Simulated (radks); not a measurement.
The numbers below are computed, except where a source is named.
Q: Species: the barium ion Ba2+. Configuration: [Kr] 4d10 5s2 5p5 4f1 (not the ground configuration). Level of theory: scalar-relativistic Kohn-Sham, PBEsol, spin-polarised, spherical densities, point nucleus; open shells are filled with parallel spins first (spin-orbit coupling, left out, can overturn this in heavy ions) (a radial shooting solver on a logarithmic mesh with Libxc functionals). Some entries of the table are withheld. Estimate them.

| orbital | occ. | eigenvalue (hartree) | <r^2> (bohr^2) | r(max) (bohr) |
|---|---|---|---|---|
| 1s up | 1 | -1369.053 | 0.0008889 | 0.01643 |
| 1s down | 1 | -1369.051 | 0.0008889 | 0.01643 |
| 2s up | 1 | -216.7202 | 0.01422 | 0.09291 |
| 2s down | 1 | -216.7192 | 0.01422 | 0.09291 |
| 2p up | 3 | -194.4052 | 0.01130 | 0.07464 |
| 2p down | 3 | -194.4036 | 0.01130 | 0.07464 |
| 3s up | 1 | -46.00891 | 0.09748 | 0.2664 |
| 3s down | 1 | -46.00240 | 0.09747 | 0.2664 |
| 3p up | 3 | -38.85564 | 0.09752 | 0.2606 |
| 3p down | 3 | -38.84893 | 0.09750 | 0.2606 |
| 3d up | 5 | -28.46173 | 0.08390 | 0.2150 |
| 3d down | 5 | -28.45615 | 0.08388 | 0.2150 |
| 4s up | 1 | -9.31447 | 0.5144 | 0.6253 |
| 4s down | 1 | -9.29452 | 0.5141 | 0.6253 |
| 4p up | 3 | -7.01128 | 0.5857 | 0.6542 |
| 4p down | 3 | -6.99053 | 0.5850 | 0.6542 |
| 4d up | 5 | -3.67126 | 0.7543 | 0.6969 |
| 4d down | 5 | -3.64790 | 0.7515 | 0.6967 |
| 5s up | 1 | -1.69031 | (1) | 1.480 |
| 5s down | 1 | -1.64420 | (2) | 1.478 |
| 5p up | 3 | -1.14363 | 4.108 | 1.681 |
| 5p down | 2 | -1.09881 | 4.155 | 1.682 |
| 4f up | 1 | -0.35214 | 3.846 | 0.8564 |
| 4f down | 0 | -0.31797 | 4.017 | 0.8495 |

A: 
(1) 5s up <r^2> (bohr^2): 3.034
(2) 5s down <r^2> (bohr^2): 3.041
